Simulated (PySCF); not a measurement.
GeH₃N, GeH₂O (calculated)

Calculation on a computer-drawn molecule: vertical ionisation energy to the stated ion spin, frozen-core CCSD(T) at the basis limit and cheaper methods, single-reference cases, UHF for radicals, no spin-orbit; all values are single points at the evaluated structure, the first of each entry, which is the reference or a displaced copy of it and isn't optimised; the reference structure only sets the zero of the energies above reference; triples share is (T) over the correlation energy; on germanium a core potential holds 10 electrons, which the energies leave out, and 3d is frozen in MP2 and coupled-cluster steps. Program: PySCF 2.14.0.

Common to all runs: charge 0; multiplicity 1; ion multiplicity 2; diffuse functions no; basis cc-pVnZ; basis and core potential on germanium cc-pVnZ-PP ECP10MDF; reference is the Hartree-Fock double-zeta minimum; best is HF at quadruple zeta + MP2 correlation extrapolated from triple and quadruple zeta + CCSD(T) minus MP2 at triple zeta; basis step is the size of the change from the same recipe one zeta lower.

(1) GeH₃N

Evaluated structure:
```xyz
5
GeH3N
N      0.2562    -0.3505    -1.1971
Ge     2.0666    -0.8138    -1.3998
H     -0.2485    -0.4170    -0.2920
H     -0.4177    -0.1306    -2.1049
H      2.1086    -0.6618    -3.0196
```

Reference structure:
```xyz
5
GeH3N
N      0.2870    -0.4006    -1.2527
Ge     2.0396    -0.8374    -1.3842
H     -0.1958    -0.3974    -0.3740
H     -0.3141    -0.1390    -2.0110
H      2.0970    -0.6332    -2.9605
```

Results for GeH₃N: ionisation energy best 9.032 eV; ionisation energy basis step 0.05365 eV; energy above reference best 9.995 kcal/mol; energy above reference basis step 0.4115 kcal/mol; ionisation energy Koopmans at triple zeta 9.015 eV; ionisation energy EOM CCSD at triple zeta 9.021 eV; total energy HF triple zeta -349.5825 hartree; total energy CCSD(T) triple zeta -349.9463 hartree; total energy best -349.9904 hartree; T1 diagnostic at triple zeta 0.01978; D1 diagnostic at triple zeta 0.05875; ion T1 diagnostic at triple zeta 0.02837; ion D1 diagnostic at triple zeta 0.0922; ion spin squared at triple zeta 0.7911; triples share at triple zeta 0.04034; basis functions triple zeta 111; dipole magnitude HF at triple zeta 1.047 debye; dipole magnitude CCSD unrelaxed at triple zeta 1.352 debye; dipole magnitude PBE at triple zeta 1.512 debye; dipole magnitude r2SCAN at triple zeta 1.5 debye; dipole magnitude B3LYP at triple zeta 1.333 debye; dipole magnitude wB97X at triple zeta 1.268 debye.

Drawn bonds:
| atom | other atom | order |
| --- | --- | --- |
| 1 | 2 | 1 |
| 1 | 3 | 1 |
| 1 | 4 | 1 |
| 2 | 5 | 1 |

Triple zeta:
| method | ionisation energy (eV) | energy above reference (kcal/mol) |
| --- | --- | --- |
| HF | 8.112 | 14.22 |
| PBE | 8.848 | 7.812 |
| r2SCAN | 8.881 | 10.23 |
| B3LYP | 9.04 | 9.626 |
| wB97X | 9.119 | 11.12 |
| MP2 | 8.814 | 10.35 |
| CCSD | 8.906 | 10.59 |
| CCSD(T) | 8.899 | 9.831 |

(2) GeH₂O

Evaluated structure:
```xyz
4
GeH2O
O     -0.8598     2.1143     0.9308
Ge     0.5016     3.2637     0.9652
H     -0.7904     1.3335     1.4616
H      1.4175     2.4410     1.9942
```

Reference structure:
```xyz
4
GeH2O
O     -0.8598     2.1143     0.9308
Ge     0.5016     3.2637     0.9652
H     -0.7904     1.3335     1.4616
H      1.4175     2.4410     1.9942
```

It finds ionisation energy best 9.555 eV; ionisation energy basis step 0.04804 eV; energy above reference best 0 kcal/mol; energy above reference basis step 0 kcal/mol; ionisation energy Koopmans at triple zeta 9.443 eV; ionisation energy EOM CCSD at triple zeta 9.533 eV; total energy HF triple zeta -369.4486 hartree; total energy CCSD(T) triple zeta -369.8230 hartree; total energy best -369.8775 hartree; T1 diagnostic at triple zeta 0.01774; D1 diagnostic at triple zeta 0.0499; ion T1 diagnostic at triple zeta 0.02598; ion D1 diagnostic at triple zeta 0.06984; ion spin squared at triple zeta 0.7863; triples share at triple zeta 0.03533; basis functions triple zeta 97; dipole magnitude HF at triple zeta 1.344 debye; dipole magnitude CCSD unrelaxed at triple zeta 1.158 debye; dipole magnitude PBE at triple zeta 1.011 debye; dipole magnitude r2SCAN at triple zeta 1.079 debye; dipole magnitude B3LYP at triple zeta 1.02 debye; dipole magnitude wB97X at triple zeta 1.118 debye.

Drawn bonds:
| atom | other atom | order |
| --- | --- | --- |
| 1 | 2 | 1 |
| 1 | 3 | 1 |
| 2 | 4 | 1 |

Triple zeta:
| method | ionisation energy (eV) | energy above reference (kcal/mol) |
| --- | --- | --- |
| HF | 8.612 | 0 |
| PBE | 9.344 | 0 |
| r2SCAN | 9.384 | 0 |
| B3LYP | 9.552 | 0 |
| wB97X | 9.63 | 0 |
| MP2 | 9.318 | 0 |
| CCSD | 9.426 | 0 |
| CCSD(T) | 9.422 | 0 |

(3) GeH₂O

Evaluated structure:
```xyz
4
GeH2O
O     -0.8137     2.1100     0.9122
Ge     0.4961     3.2157     0.8825
H     -0.7117     1.3466     1.5334
H      1.4056     2.4599     2.0096
```

Reference structure:
```xyz
4
GeH2O
O     -0.8598     2.1143     0.9308
Ge     0.5016     3.2637     0.9652
H     -0.7904     1.3335     1.4616
H      1.4175     2.4410     1.9942
```

It finds ionisation energy best 9.387 eV; ionisation energy basis step 0.0411 eV; energy above reference best 2.924 kcal/mol; energy above reference basis step 0.04176 kcal/mol; ionisation energy Koopmans at triple zeta 9.27 eV; ionisation energy EOM CCSD at triple zeta 9.365 eV; total energy HF triple zeta -369.4449 hartree; total energy CCSD(T) triple zeta -369.8188 hartree; total energy best -369.8729 hartree; T1 diagnostic at triple zeta 0.01687; D1 diagnostic at triple zeta 0.04617; ion T1 diagnostic at triple zeta 0.02445; ion D1 diagnostic at triple zeta 0.06179; ion spin squared at triple zeta 0.7904; triples share at triple zeta 0.03518; basis functions triple zeta 97; dipole magnitude HF at triple zeta 1.202 debye; dipole magnitude CCSD unrelaxed at triple zeta 1.088 debye; dipole magnitude PBE at triple zeta 1.013 debye; dipole magnitude r2SCAN at triple zeta 1.064 debye; dipole magnitude B3LYP at triple zeta 0.954 debye; dipole magnitude wB97X at triple zeta 1.037 debye.

Drawn bonds:
| atom | other atom | order |
| --- | --- | --- |
| 1 | 2 | 1 |
| 1 | 3 | 1 |
| 2 | 4 | 1 |

Triple zeta:
| method | ionisation energy (eV) | energy above reference (kcal/mol) |
| --- | --- | --- |
| HF | 8.438 | 2.271 |
| PBE | 9.194 | 2.1 |
| r2SCAN | 9.228 | 1.761 |
| B3LYP | 9.39 | 2.284 |
| wB97X | 9.461 | 1.963 |
| MP2 | 9.157 | 2.559 |
| CCSD | 9.258 | 2.573 |
| CCSD(T) | 9.26 | 2.618 |

(4) GeH₂O

Evaluated structure:
```xyz
4
GeH2O
O     -0.7218     2.1672     1.0204
Ge     0.5921     3.2864     0.9499
H     -0.7197     1.5184     1.4309
H      1.3197     2.6244     2.0758
```

Reference structure:
```xyz
4
GeH2O
O     -0.8598     2.1143     0.9308
Ge     0.5016     3.2637     0.9652
H     -0.7904     1.3335     1.4616
H      1.4175     2.4410     1.9942
```

Drawn bonds:
| atom | other atom | order |
| --- | --- | --- |
| 1 | 2 | 1 |
| 1 | 3 | 1 |
| 2 | 4 | 1 |

(5) GeH₂O

Evaluated structure:
```xyz
4
GeH2O
O     -0.7218     2.1672     1.0204
Ge     0.5921     3.2864     0.9499
H     -0.7197     1.5184     1.4309
H      1.2808     2.6598     2.0156
```

Reference structure:
```xyz
4
GeH2O
O     -0.8598     2.1143     0.9308
Ge     0.5016     3.2637     0.9652
H     -0.7904     1.3335     1.4616
H      1.4175     2.4410     1.9942
```

Drawn bonds:
| atom | other atom | order |
| --- | --- | --- |
| 1 | 2 | 1 |
| 1 | 3 | 1 |
| 2 | 4 | 1 |

To be estimated
1. Give the missing ionisation energy basis step for GeH₂O (entry 4).
2. GeH₂O (entry 4): ionisation energy EOM CCSD at triple zeta?
3. What energy above reference best does the calculation give for GeH₂O (entry 5)?
4. What ion spin squared at triple zeta does the calculation give for GeH₂O (entry 5)?

Calculated values
1. 0.04385 eV
2. 9.525 eV
3. 45.93 kcal/mol
4. 0.7679

Further results for GeH₂O (entry 4):

```
ionisation energy best                         : 9.534 eV
energy above reference best                    : 40.61 kcal/mol
energy above reference basis step              : 1.163 kcal/mol
ionisation energy Koopmans at triple zeta      : 9.431 eV
total energy HF triple zeta                    : -369.3933 hartree
total energy CCSD(T) triple zeta               : -369.7569 hartree
total energy best                              : -369.8128 hartree
T1 diagnostic at triple zeta                   : 0.01536
D1 diagnostic at triple zeta                   : 0.04245
ion T1 diagnostic at triple zeta               : 0.02459
ion D1 diagnostic at triple zeta               : 0.06838
ion spin squared at triple zeta                : 0.7756
triples share at triple zeta                   : 0.03238
basis functions triple zeta                    : 97
dipole magnitude HF at triple zeta             : 1.346 debye
dipole magnitude CCSD unrelaxed at triple zeta : 1.199 debye
dipole magnitude PBE at triple zeta            : 1.096 debye
dipole magnitude r2SCAN at triple zeta         : 1.153 debye
dipole magnitude B3LYP at triple zeta          : 1.083 debye
dipole magnitude wB97X at triple zeta          : 1.177 debye
```

Triple zeta:
| method | ionisation energy (eV) | energy above reference (kcal/mol) |
| --- | --- | --- |
| HF | 8.624 | 34.66 |
| PBE | 9.324 | 43.61 |
| r2SCAN | 9.38 | 40.3 |
| B3LYP | 9.552 | 40.85 |
| wB97X | 9.63 | 39.6 |
| MP2 | 9.299 | 41.44 |
| CCSD | 9.412 | 40.55 |
| CCSD(T) | 9.409 | 41.46 |

Further results for GeH₂O (entry 5):

```
ionisation energy best                         : 9.503 eV
ionisation energy basis step                   : 0.04498 eV
energy above reference basis step              : 1.179 kcal/mol
ionisation energy Koopmans at triple zeta      : 9.389 eV
ionisation energy EOM CCSD at triple zeta      : 9.495 eV
total energy HF triple zeta                    : -369.3852 hartree
total energy CCSD(T) triple zeta               : -369.7483 hartree
total energy best                              : -369.8043 hartree
T1 diagnostic at triple zeta                   : 0.01529
D1 diagnostic at triple zeta                   : 0.04253
ion T1 diagnostic at triple zeta               : 0.02437
ion D1 diagnostic at triple zeta               : 0.0697
triples share at triple zeta                   : 0.03224
basis functions triple zeta                    : 97
dipole magnitude HF at triple zeta             : 1.615 debye
dipole magnitude CCSD unrelaxed at triple zeta : 1.449 debye
dipole magnitude PBE at triple zeta            : 1.348 debye
dipole magnitude r2SCAN at triple zeta         : 1.41 debye
dipole magnitude B3LYP at triple zeta          : 1.342 debye
dipole magnitude wB97X at triple zeta          : 1.442 debye
```

Triple zeta:
| method | ionisation energy (eV) | energy above reference (kcal/mol) |
| --- | --- | --- |
| HF | 8.584 | 39.77 |
| PBE | 9.301 | 49.28 |
| r2SCAN | 9.357 | 45.44 |
| B3LYP | 9.535 | 46.24 |
| wB97X | 9.611 | 44.79 |
| MP2 | 9.254 | 46.67 |
| CCSD | 9.378 | 45.9 |
| CCSD(T) | 9.376 | 46.86 |
